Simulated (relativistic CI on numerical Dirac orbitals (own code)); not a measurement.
Radial Dirac CI calculation of Ar XIV.

Command:

```sh
python run_levels.py task.json out
```

Input:

```
atom Ar  Z=18  charge=13  electrons=5
nucleus A=40  rms_radius_fm=3.4274
hamiltonian dirac-coulomb  breit=on  qed=on  c_scale=1
orbitals kli  potential=per-configuration
slater_scale 1
correlation none
mixing on
grid step=0.02 r_max=7.3
scf mixing=0.4 start=green max_iterations=150 tolerance=2e-08 node_fill=0.05
configurations
  [He] 2s2 2p
  [He] 2s 2p2
end
```

Output:

```
SCF 1: [He] 2s2 2p
 iter      energy (Ha)   residual   last orbital (Ha)
    1      -405.529746   1.34e+00    -34.34480
    2      -406.438198   7.87e-01    -31.45355
    3      -406.915473   3.77e-02    -27.92084
    4      -406.915887   2.48e-02    -27.80650
    5      -406.916426   8.81e-05    -27.69118
    6      -406.916426   1.01e-04    -27.69110
    7      -406.916426   2.04e-06    -27.69170
    8      -406.916426   1.21e-06    -27.69171
    9      -406.916426   4.54e-09    -27.69171
SCF 2: [He] 2s 2p2
 iter      energy (Ha)   residual   last orbital (Ha)
    1      -403.741086   1.42e+00    -34.34480
    2      -404.809202   8.28e-01    -31.26880
    3      -405.368326   1.32e-02    -27.34654
    4      -405.368414   4.42e-03    -27.35099
    5      -405.368420   1.09e-04    -27.32412
    6      -405.368421   2.10e-05    -27.32422
    7      -405.368421   1.50e-07    -27.32417
    8      -405.368421   8.59e-09    -27.32417
orbital energies (Ha): 1s -138.9396  2s -29.3910  2p1/2 -27.8087  2p3/2 -27.6917
configuration averages (Ha): Dirac-Coulomb, Breit, QED
  2s2 2p                        -406.916426    0.094412    0.088581
  2s 2p2                        -405.368421    0.095142    0.084125
levels: no., configuration, term, J, E (cm-1), weight
   1 2s2 2p                 2P*  1/2              0.0  1.00
   2 2s2 2p                 2P*  3/2          23233.7  1.00
   3 2s 2p2                 4P   1/2         196860.4  1.00
   4 2s 2p2                 4P   3/2         205385.0  1.00
   5 2s 2p2                 4P   5/2         216865.9  1.00
   6 2s 2p2                 2D   3/2         389545.7  1.00
   7 2s 2p2                 2D   5/2         390381.4  1.00
   8 2s 2p2                 2S   1/2         494002.4  0.87
   9 2s 2p2                 2P   1/2         530683.6  0.87
  10 2s 2p2                 2P   3/2         541536.2  1.00
lowest total energy -406.804008 Ha
end: converged
```

Against the reference input this run has: grid step 0.02. The reference run ends at -406.804033 Ha with Breit and QED terms.
